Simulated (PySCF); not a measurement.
# Hartree-Fock beside MP2: CClH3Si

These are calculations, not measurements. They come from PySCF 2.14.0, an open-source quantum chemistry program, on an isolated molecule that a program drew, which may never have been made. The molecule is CClH3Si (charge 0, singlet), drawn as the SMILES string `C=[SiH]Cl`.

The geometry was optimised and harmonic frequencies were computed with HF and MP2, all in the cc-pV(D+d)Z basis, for the commonest isotopes, with a restricted reference for singlets and an unrestricted one otherwise, and a frozen core in MP2. Each result is a local minimum of its method.

Geometry at the HF minimum:
```xyz
6
CClH3Si, angstrom
C    -0.3283    0.9664    3.3949
Si    1.0664    1.8996    3.4672
Cl    1.0879    3.8831    3.9671
H    -1.3177    1.3505    3.6083
H    -0.2633   -0.0811    3.1219
H     2.4255    1.4360    3.1904
```

Lengths of the bonds as drawn, in Å (atoms numbered as above):
```
   bond     HF    MP2
 C1-Si2  1.680  1.704
Si2-Cl3  2.046  2.045
  C1-H4  1.083  1.094
  C1-H5  1.084  1.096
 Si2-H6  1.462  1.469
```

Rotational constants, in GHz:
| constant | HF | MP2 |
|---|---|---|
| A | 28.96 | 28.52 |
| B | 3.883 | 3.847 |
| C | 3.424 | 3.39 |

Harmonic frequencies in cm^-1, each column in rising order, so a row needn't be the same motion in every method:
```
rank    HF   MP2
   1   235   215
   2   406   337
   3   556   550
   4   664   599
   5   709   658
   6   830   726
   7   930   879
   8  1084  1006
   9  1486  1369
  10  2418     ?
  11  3303  3193
  12  3403  3308
```

**Estimate the missing MP2 frequency from the HF column.**

A single factor s that minimises the squared misfit of MP2 against s times HF over the other rows is sum(HF x MP2) / sum(HF^2) = 0.9587, with an rms misfit of 39 cm^-1. For rank 10 it gives 0.9587 x 2418 = 2318 cm^-1. The calculation gives 2356 cm^-1, 38 cm^-1 above the estimate. The drawn bonds are on average 0.8 % longer in MP2 than in HF.
